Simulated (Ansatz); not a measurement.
System: sum formula SiHCl2 (charge 0, doublet). It need not be the lowest isomer of its formula. 
Geometry from a B3LYP-D3(BJ)/def2-TZVP (Ansatz, a quantum-chemistry and plane-wave program) optimisation:
```xyz
4

Cl    -0.0444    -1.6964     0.3495
Si    -0.5203     0.0665    -0.6084
Cl     0.4756     1.6440     0.2700
H     -0.0476    -0.0405    -2.0131
```
Charge 0, spin multiplicity 2.

Property: vertical electron affinity (to the singlet state of charge -1; a negative value means that the extra electron is unbound and the number depends on the basis; each state is the SCF solution reached for its spin), in eV. Correlated levels leave the core frozen unless marked. Open shells are spin-unrestricted. No spin-orbit coupling. Non-relativistic. Anions need diffuse functions: aug- sets have them; def2-D sets add few. Basis-set limits of correlation are two-point, X^-3; Hartree-Fock from the larger set. The bracket is a focal-point correction in the basis named.

```tsv
level	program	vertical electron affinity (eV)
HF/aug-cc-pV(D+d)Z	Ansatz	0.48
```

Q: What does RI-MP2/CBS(aug-cc-pV(T+d)Z,aug-cc-pV(Q+d)Z)+[CCSD(T)-MP2]/aug-cc-pV(T+d)Z (Ansatz) give?

A: 1.61 eV, so HF/aug-cc-pV(D+d)Z differs from it by -1.13 eV.
